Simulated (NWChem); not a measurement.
Species: BiHOF2; SMILES [F][Bi]([F])[OH]

```xyz
5

Bi     0.2670    -0.0220     0.0000
F     -0.7287     0.9675    -1.4973
F     -0.7287     0.9675     1.4973
O     -0.8991    -1.7584     0.0000
H     -1.8504    -1.5235     0.0000
```
Atoms are numbered in this order, from 1.

Computed with NWChem. Medium grid unless said otherwise, to which SCAN and Minnesota functionals are sensitive. Coordinates come from a PBE-D3(BJ)/def2-SVP optimisation. def2 effective core potentials on Bi; no spin-orbit coupling. Hybrids' shares of exact exchange are those that their runs print; pure functionals count as 0. The functionals differ in more than this share.

```csv
row,share of exact exchange,highest occupied level (eV)
PBE/def2-SVP,0.00,-7.03
KT2/def2-SVP,0.00,-7.22
B3LYP/def2-SVP,0.20,-8.53
r2SCAN0/def2-SVP,0.25,-9.24
MPW1K/def2-SVP,0.43,withheld
```

Q: Fit a straight line of the last column on the one before it, predict the withheld value, and compare with the run.

A: 
1. Means of the 4 shown rows: x = 0.113, y = -8.005. Slope Σ(x − x̄)(y − ȳ)/Σ(x − x̄)² = -0.4137/0.05188 = -7.976; intercept -7.108.
2. The shown rows scatter about the line by 0.130 (root mean square); the largest residual is +0.17, at B3LYP/def2-SVP.
3. At x = 0.43 (MPW1K/def2-SVP; beyond the shown range) the line gives -10.54.
4. The run gives -10.25, +0.29 from the line, 2.2 times the scatter.
